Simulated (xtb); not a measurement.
SrCl₂, SMILES [Cl][Sr][Cl]. All values are semi-empirical tight-binding results from xtb (GFN2-xTB unless named), good for trends rather than for accurate numbers. Geometry: GFN2-xTB. The isomer is the one that the SMILES or the coordinates give; other isomers of the formula were not compared.

Optimised geometry:

```xyz
3

Sr     0.0000     0.0000     0.6856
Cl     0.0000    -2.0326    -0.7663
Cl     0.0000     2.0326    -0.7663
```
Charge 0, spin multiplicity 1.

For metal compounds this method's bond lengths and energies can be far off.

**Question.** Estimate the properties. (Estimate from the structure and the level; the computed values follow.)

**Answer.** 
```
Property                                        Value
-------------------------------------  --------------
point group as xtb finds it                       C2v
orbital gap                                   1.96 eV
zero-point energy                        0.7 kcal/mol
G − E(el) at 298.15 K (modified RRHO)  -18.1 kcal/mol
```

Computed atomic charges and the Wiberg bond orders between heavy atoms:
charges (e) Sr1 0.60, Cl2 -0.30, Cl3 -0.30. Bond orders Sr1–Cl2 0.98, Sr1–Cl3 0.98.
